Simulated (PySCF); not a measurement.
**Which determinant of SrGe⁺ lies lowest?**

Unrestricted PBE0; PySCF, scalar-relativistic core potentials, basis sets Sr def2-SVP with ECP28, Ge def2-SVP. Outer shells of the fragments: Sr+ 5s1; Ge 3d10 4s2 4p2.

Followed along the bond (rough minima from three points):

| 2Ms+1 | unpaired | ⟨S²⟩ at the start | R at minimum (Å) | Te (eV) |
| --- | --- | --- | --- | --- |
| 4 | σ ↑, π ↑↑ | 3.75 | 2.86 | 0.00 |
| 2 | π ↑ | 0.77 | 3.20 | 0.33 |
| 2 | σ ↑, π ↑↓ | 1.76 | 2.87 | 0.53 |
| 2 | σ ↓, π ↑↑ | 1.76 | 2.88 | 0.57 |
| 2 | σ ↑ | 0.75 | 2.90 | 1.22 |

Solutions found at the starting distance of 2.970 Å, counted from the lowest of them; the search is not exhaustive and high or unbound solutions are not listed, so other states can lie among these:

```
2Ms+1   unpaired   term  E (eV)  ⟨S²⟩  ⟨Lz²⟩  μ (D)
    4  σ ↑, π ↑↑    ⁴Σ⁻    0.00  3.75   0.00  -9.58
    2        π ↑     ²Π    0.39  0.77   1.01  -7.63
    2  σ ↑, π ↑↓  mixed    0.52  1.76   2.01  -9.33
    2  σ ↓, π ↑↑  mixed    0.56  1.76   0.00  -9.20
    2        σ ↑  mixed    1.21  0.75   2.00  -9.01
    4  σ ↑↑, π ↑     ⁴Π    1.43  3.75   1.01  -2.38
```

A term symbol is given only where ⟨S²⟩ and ⟨Lz²⟩ are close to those of a pure state; real π, δ and φ orbitals otherwise mix terms. A positive dipole points towards Ge; it is taken about the centre of mass and depends on that origin.

Question: Compare the gap between the two lowest followed solutions at the starting distance with the gap between their minima.

Answer: At PBE0 the second solution (doublet, unpaired electrons π ↑) lies +0.39 eV from the first (quartet, unpaired electrons σ ↑, π ↑↑) at 2.970 Å and +0.33 eV at the minima; the two curves relax by different amounts, since their minima lie near 3.20 and 2.86 Å.

Spin–orbit coupling is left out. Counting both spins, an empty level lies below a filled one in some of these solutions, because spin and occupation are held.
